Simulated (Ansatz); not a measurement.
Reaction (atomization): `CC(C)[O][Mg][O]C(C)C` → 6 C• + 14 H• + Mg (atom) + 2 O•

Computed with Ansatz on PBE0-D4/def2-TZVP structures; ΔE is electronic, products minus reactants. CCSD(T)/CBS adds triple-zeta CCSD(T) − MP2 to the extrapolated MP2 energy (def2 sets, frozen cores). This one scheme is used for every species, atoms too. Functionals use def2-TZVPP. Open shells (•) are unrestricted, without spin–orbit coupling. Spin–orbit coupling would lower the free atoms: a little for C, O. Bonds to Mg are less sure, by a few kJ/mol each and by 10 to 20 or more in all where they break to atoms, as the def2 sets lack core-valence functions. Each species was taken in one conformer, which may not be the lowest.

**Question.** What is ΔE at CCSD(T)/CBS? (An estimate is asked.)

**Answer.** Computed: +2157.3 kcal/mol.

**Question.** What do these levels give: r2SCAN-D4, PBE0-D4, BHLYP-D4, ωB97M-V, HF/def2-SVP, HF/def2-TZVPP? (An estimate is asked.)

**Answer.** Computed: r2SCAN-D4 2159.1, PBE0-D4 2156.9, BHLYP-D4 2092.3, ωB97M-V 2152.0, HF/def2-SVP 1626.4, HF/def2-TZVPP 1594.8 kcal/mol.

Largest T1 diagnostic among the species: 0.011.

At CCSD(T), def2-SVP lies −91.1 kcal/mol from the extrapolated value and def2-TZVPP −55.9 kcal/mol: correlation converges slowly with the basis, and small sets miss more of it in the bonded molecule than in its fragments. From PBE to PBE0 (25 % exact exchange), in def2-TZVPP and without D4, ΔE moves by −30.6 kcal/mol: exact exchange takes away binding that semilocal exchange gives to molecules.

For atomizations the MP2-based limit and the directly extrapolated one differ by several kJ/mol either way, and by 10 to 25 for some Ge, Se and Sn compounds, so smaller differences from it don't rank the levels.
